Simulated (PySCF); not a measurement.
Predicted microwave data (PBE0-D3(BJ)/def2-SVP geometry optimisation, gas phase (PySCF 2.14.0)) for one isomer of CH7ClSi2:

```
Rotational constants : A = 3110, B = 2771, C = 1575 MHz
Dipole components    : |μa| = 0.00 D, |μb| = 1.07 D, |μc| = 0.76 D
Inertial defect      : -24.13 u·Å²
κ                    : 0.56
```

**Question.** Which structure is it? (One computed conformer of each.)
A. `[CH3:1][SiH2:2][SiH2:3][Cl:4]` with C1–Si2–Si3–Cl4 -179°
B. `[SiH3]C([SiH3])Cl`
C. `[SiH3:1][SiH2:2][CH2:3][Cl:4]` with Si1–Si2–C3–Cl4 180°
D. `[SiH3:1][CH2:2][SiH2:3][Cl:4]` with Si1–C2–Si3–Cl4 178°

**Answer.** B. It is [SiH3]C([SiH3])Cl, an asymmetric top, point group Cs. The candidates at the same level (rigid rotor, commonest isotopes):

```tsv
SMILES	A (MHz)	B (MHz)	C (MHz)	μa (D)	μb (D)	μc (D)	Δ (u·Å²)	point group	rotor
[SiH3]C[SiH2]Cl	13549	1154	1098	1.33	0.30	0.04	-15.14	near Cs	near-prolate asymmetric top
C[SiH2][SiH2]Cl	9178	1327	1201	2.28	0.87	0.00	-15.03	Cs	near-prolate asymmetric top
[SiH3]C([SiH3])Cl	3110	2771	1575	0.00	1.07	0.76	-24.13	Cs	asymmetric top
[SiH3][SiH2]CCl	12758	1097	1042	1.26	0.81	0.00	-15.11	Cs	near-prolate asymmetric top
```

`[SiH3]C[SiH2]Cl` has A 336 % too high; `[SiH3][SiH2]CCl` has A 310 % too high; `C[SiH2][SiH2]Cl` has A 195 % too high. In the right answer the mirror of this Cs structure is the bc plane, so μa vanishes by symmetry (the 0.01 D computed is a residue). No structure here is proved a minimum.
